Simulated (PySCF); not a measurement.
C10H7N3.

```xyz
20

C     -0.4976    -2.7401     0.0000
C      0.8014    -2.2822     0.0000
C      1.0895    -0.8915     0.0000
N      2.3510    -0.4706     0.0000
C      2.5859     0.8483     0.0000
C      1.5958     1.8039     0.0000
C      0.2330     1.4041     0.0000
N     -0.7455     2.2937     0.0000
C     -2.0186     1.8503     0.0000
C     -2.3602     0.5239     0.0000
C     -1.3289    -0.4640     0.0000
C     -1.5684    -1.8369     0.0000
N     -0.0058     0.0058     0.0000
H     -0.6958    -3.8146     0.0000
H      1.6658    -2.9438     0.0000
H      3.6397     1.1498     0.0000
H      1.7972     2.8733     0.0000
H     -2.7961     2.6223     0.0000
H     -3.3976     0.1913     0.0000
H     -2.6038    -2.1755     0.0000
```
Charge 0, spin multiplicity 1.

Geometry optimised at B3LYP-D3(BJ)/def2-SVP.

Method: PBE0/pcSseg-1 (PySCF). Non-relativistic, no solvent.

Computed absolute GIAO shielding of each atom: isotropic value and principal components (ppm):
```tsv
atom	σ(iso)	σ11	σ22	σ33	span
C1	36.0	-77.5	20.6	164.9	242.5
C2	64.2	-14.8	63.9	143.6	158.4
C3	18.5	-45.4	9.5	91.4	136.9
N4	-3.1	-195.4	-67.7	253.8	449.2
C5	18.8	-92.7	21.0	128.0	220.8
C6	72.6	-7.2	83.0	142.2	149.4
C7	16.3	-50.7	9.4	90.1	140.7
N8	6.1	-179.3	-56.9	254.3	433.6
C9	22.9	-85.0	24.3	129.3	214.3
C10	72.5	-13.6	88.4	142.6	156.3
C11	23.9	-57.8	12.3	117.3	175.1
C12	77.7	0.7	80.8	151.5	150.8
N13	23.4	-67.8	-44.9	183.0	250.8
H14	25.3	23.8	26.0	26.2	2.3
H15	26.3	25.1	26.3	27.4	2.2
H16	24.9	23.1	25.3	26.5	3.4
H17	26.9	25.3	27.4	28.0	2.7
H18	25.4	23.5	25.9	26.7	3.2
H19	27.1	25.1	28.0	28.1	3.0
H20	27.0	26.0	26.9	28.2	2.2
```
